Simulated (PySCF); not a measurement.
Geometries of 2 isomers of C3H3F3Ge, from PySCF, PBE0-D3(BJ)/def2-SVP geometry optimisation, gas phase. One conformer each, no zero-point energy, no frequencies.

Problem. Which is lower in electronic energy at this level?
A.
```xyz
10
angstrom
F     -1.702   -1.428    1.028
C     -0.847   -0.582    0.480
C     -1.069    0.708    0.147
F     -2.179    1.404    0.289
Ge     0.753    0.907   -0.454
F      0.961    1.049   -2.180
C      0.564   -0.968    0.150
H      1.753    1.895    0.148
H      0.655   -1.717   -0.652
H      1.162   -1.280    1.020
```
B.
```xyz
10
angstrom
C      2.687   -0.276   -0.232
C      1.498   -0.441   -0.424
Ge    -0.356   -0.676   -0.715
C     -1.317    0.747    0.302
F     -1.087    0.671    1.616
F     -2.641    0.631    0.119
F     -0.962    1.971   -0.102
H      3.739   -0.127   -0.063
H     -0.819   -2.032   -0.178
H     -0.690   -0.489   -2.198
```

Solution. A. That is `FC1=[C](F)[Ge@H]([F])[CH2]1`, 34.0 kcal/mol below the other.

```json
{"SMILES": "FC1=[C](F)[Ge@H]([F])[CH2]1", "atoms numbered as above": "[F:1][C:2]1=[C:3]([F:4])[Ge@H:5]([F:6])[CH2:7]1", "E (Eh)": "-2491.38047", "relative (kcal/mol)": "0.0", "relative (kJ/mol)": "0.0", "dipole (D)": "2.37"}
{"SMILES": "C#[C][GeH2][C](F)(F)F", "atoms numbered as above": "[CH:1]#[C:2][GeH2:3][C:4]([F:5])([F:6])[F:7]", "E (Eh)": "-2491.32629", "relative (kcal/mol)": "34.0", "relative (kJ/mol)": "142.2", "dipole (D)": "1.97"}
```

As drawn, the lower has a four-membered ring and a C=C bond outside aromatic rings, which the higher lacks; the higher has a C≡C bond and two fluorines on one carbon, which the lower lacks.
